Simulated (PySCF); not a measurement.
Field gradients from PBE0/pcSseg-1 densities (PySCF, non-relativistic) at GFN2-xTB geometries, isolated species, one conformer each; χzz is the principal value of largest magnitude, with Q(14N) = 0.02044 b, Q(17O) = −0.0256 b. GFN2-xTB bond lengths can be off by several hundredths of an ångström, more for odd bonds, and the gradients follow them. The small basis limits the accuracy of the gradients.

Problem. Rank these 14N sites by the size of the quadrupole coupling, smallest first.
A. N5 (silicon-bound nitrogen) in `[CH2:1]=[CH:2][Si@H:3]([OH:4])[N:5]([CH3:6])[CH2:7][CH2:8][NH2:9]`
B. The nitrile nitrogen of `C[C@@]1(C#N)CS1`
C. The silicon-bound nitrogen of `CN(C)[SiH](C=O)N(C)C`
D. The silicon-bound nitrogen of `C#CC[C@@H](CCF)N[SiH3]`

Solution. B (4.644 MHz), D (4.980 MHz), C (5.327 MHz), A (5.552 MHz).

Problem. These 17O couplings (χzz in MHz, η) are listed in rising order: (-9.500, 0.43); (-7.168, 0.50); (13.29, 0.65). Assign them to: O8 (silanol oxygen) in `[CH3:1][NH:2][Si@@H:3]([O:4][SiH3:5])[Si:6]([OH:7])([OH:8])[SiH3:9]`; the silanol oxygen of `C=C[Si@H](O)N(C)CCN`; the carbonyl oxygen of `CN(C)[SiH](C=O)N(C)C`.

Solution. -9.500 MHz, η 0.43: O8 (silanol oxygen) in `[CH3:1][NH:2][Si@@H:3]([O:4][SiH3:5])[Si:6]([OH:7])([OH:8])[SiH3:9]`; -7.168 MHz, η 0.50: the silanol oxygen of `C=C[Si@H](O)N(C)CCN`; 13.29 MHz, η 0.65: the carbonyl oxygen of `CN(C)[SiH](C=O)N(C)C`.

All sites together:

| nucleus | site | Vzz (au) | η | χzz (MHz) |
| --- | --- | --- | --- | --- |
| 14N | the silicon-bound nitrogen of C#CC[C@@H](CCF)N[SiH3] | -1.037 | 0.36 | -4.980 |
| 14N | the nitrile nitrogen of C[C@@]1(C#N)CS1 | -0.967 | 0.09 | -4.644 |
| 14N | the silicon-bound nitrogen of CN(C)[SiH](C=O)N(C)C | -1.109 | 0.37 | -5.327 |
| 14N | N5 (silicon-bound nitrogen) in [CH2:1]=[CH:2][Si@H:3]([OH:4])[N:5]([CH3:6])[CH2:7][CH2:8][NH2:9] | -1.156 | 0.42 | -5.552 |
| 17O | O8 (silanol oxygen) in [CH3:1][NH:2][Si@@H:3]([O:4][SiH3:5])[Si:6]([OH:7])([OH:8])[SiH3:9] | 1.579 | 0.43 | -9.500 |
| 17O | the silanol oxygen of C=C[Si@H](O)N(C)CCN | 1.192 | 0.50 | -7.168 |
| 17O | the carbonyl oxygen of CN(C)[SiH](C=O)N(C)C | -2.209 | 0.65 | 13.29 |
